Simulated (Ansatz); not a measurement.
Geometry optimisation, RKS PBE0-D4/def2-SVP (Ansatz 0.2.0).

Input file:

```yaml
crystal:
  periodic: [false, false, false]
  atoms:
    - { symbol: O, position_ang: [-1.45003, 1.16188, -0.46143] }
    - { symbol: Si, position_ang: [-0.01128, 0.71587, 0.12334] }
    - { symbol: C, position_ang: [0.51222, -1.0285, 0.40032] }
    - { symbol: O, position_ang: [0.95057, -0.25409, -0.78735] }
    - { symbol: H, position_ang: [-1.82293, 0.74937, -1.23883] }
    - { symbol: H, position_ang: [-1.54416, 1.91565, 0.17345] }
    - { symbol: H, position_ang: [-0.08902, -1.87985, 0.10992] }
    - { symbol: H, position_ang: [1.35531, -1.29154, 1.02247] }
basis:
  gaussian: { orbitals: def2-SVP }
hamiltonian:
  xc: pbe0
  dispersion: d4
relax:
  f_tol: 0.02
  max_steps: 50
```

Command:

```bash
$ ansatz run input.yaml --threads 1 --pin off --max-ram 2048MiB --backend cpu --events-out ev --progress --plain --runs-dir out
```

Q: Where does it end, and by what steps?

A: The forces met the threshold. After 12 steps the energy has fallen by 2.607 eV; Si2 moved furthest, 0.70 Å.

```tsv
step	energy less start (eV)	largest force component (eV/Å)	accepted
0	0.0000	6.451	yes
1	-0.9550	3.948	yes
2	-1.7816	1.711	yes
3	-2.2156	0.861	yes
4	-2.4669	0.714	yes
5	-2.4999	1.597	yes
6	-2.5652	0.595	yes
7	-2.5863	0.148	yes
8	-2.5952	0.102	yes
9	-2.5973	0.677	yes
10	-2.6049	0.103	yes
11	-2.6068	0.075	yes
12	-2.6070	0.011	yes
```

```xyz
8
Properties=species:S:1:pos:R:3
O -1.550 0.933 -0.185
Si 0.456 0.915 0.602
C 0.462 -0.935 0.319
O 0.741 -0.076 -0.803
H -1.220 0.506 -1.001
H -1.836 1.821 -0.440
H -0.469 -1.515 0.226
H 1.316 -1.559 0.624
```

Whether the end is a true minimum wasn't checked by a vibrational analysis.

The run took 32 s on 1 thread of Intel(R) Xeon(R) Platinum 8488C (Sapphire Rapids), on a shared host, peak memory 0.25 GiB.
